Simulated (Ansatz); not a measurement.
Stretching the As1–N2 bond in AsN (multiplicity 1 held). Energies count from the point at 1.611 Å.


Restricted levels (R-, RO-) in cc, def2 and unpolarised 6-31G sets keep to the state of the molecule at rest. U- levels take the lowest unrestricted solution at each point, which mixes spins at long bonds. Active spaces are followed from rest. Levels need not reach the same state.

Correlated levels freeze the cores. Filled d and f shells under p-block atoms count as core.

The values were computed with Ansatz (Gaussian basis) for Hartree–Fock, density functionals and correlated methods. Values without a source in brackets are computed.

Energies in kcal/mol.

| R (Å) | R-MP2/cc-pVDZ | U-CCSD/cc-pVDZ | FIC-MRCISD on CASSCF(10,8)/cc-pVDZ | FIC-MRCISD+Q on CASSCF(10,8)/cc-pVDZ |
|---|---|---|---|---|
| 1.289 | 148.2 | 137.6 | 143.0 | 143.5 |
| 1.450 | 33.8 | 27.0 | 30.3 | 30.5 |
| 1.611 | 0.0 | 0.0 | 0.0 | 0.0 |
| 1.773 | -1.0 | 8.5 | 5.0 | 4.8 |
| 1.934 | 7.8 | 27.6 | 22.8 | 22.2 |
| 2.175 | 21.0 | 52.5 | 51.3 | 50.2 |
| 2.417 | 70.0 | 67.1 | 70.8 | 69.5 |
| 2.820 | 166.5 | 75.5 | 84.2 | 83.0 |
| 3.223 | 194.6 | 76.9 | 87.8 | 86.7 |
| 3.706 | 193.2 | 77.4 | 89.0 | 88.0 |
| 4.351 | 169.3 | 77.7 | 89.5 | 88.6 |
| 5.156 | 126.8 | 77.8 | 89.7 | 88.8 |
| 6.446 | 49.9 | 77.9 | 89.8 | 88.8 |

Doubts at one or more of the structures used: a restricted determinant that unrestricted orbitals would lower (R-MP2/cc-pVDZ); a spin-contaminated determinant (U-CCSD/cc-pVDZ); T1 above 0.05 (U-CCSD/cc-pVDZ); the program's own flag: large difference (U-CCSD/cc-pVDZ).

Ansatz is an electronic-structure program.
